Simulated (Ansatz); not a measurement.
`O=C=CCBr` + H₂O → `O=C=CO` + `CBr`  (formal hydrolysis of a C–C bond)

Gas-phase electronic energies from Ansatz, PBE0-D4/def2-TZVP geometries. CCSD(T)/CBS adds triple-zeta CCSD(T) − MP2 to the extrapolated MP2 energy (def2 sets, frozen cores). This one scheme is used for every species. DFT in def2-TZVPP. For Br outer-core shells are correlated without core-valence functions, which leaves a few kJ/mol of doubt a bond. Scalar relativity is left out up to krypton. Each species was taken in one conformer, which may not be the lowest.

| level | ΔE (kJ/mol) |
| --- | --- |
| r2SCAN-D4 | 93.0 |
| r2SCAN0-D4 | 92.9 |
| BHLYP-D4 | 87.6 |
| PBE0 | 87.0 |
| CAM-B3LYP | 80.1 |
| LC-ωPBE | 81.5 |
| CCSD(T)/def2-TZVPP | 91.3 |
| CCSD/CBS(def2) | 93.6 |

Question: What does CCSD(T)/CBS give? (Estimate.)

Answer: Ansatz gave: +96.2 kJ/mol. The listed levels differ from it by -3.2, -3.3, -8.6, -9.2, -16.1, -14.7, -4.9, -2.6 kJ/mol.

Largest T1 diagnostic among the species: 0.016.

In def2-TZVPP, CCSD(T) changes the Hartree–Fock value by +14.1 kJ/mol (the triples alone add +2.6 kJ/mol) and MP2 by +26.9 kJ/mol. The D4 term adds +6.5 kJ/mol with B3LYP and +3.7 kJ/mol with PBE0; it sums over pairs of atoms, weighted by their polarisabilities, and B3LYP, whose exchange is more repulsive, gets the larger term.

CCSD(T)/CBS has its own doubt, a few kJ/mol and more with outer-core shells, so smaller differences from it don't rank the levels.

B3LYP here is the variant with VWN-RPA as its local correlation; programs differ in this.
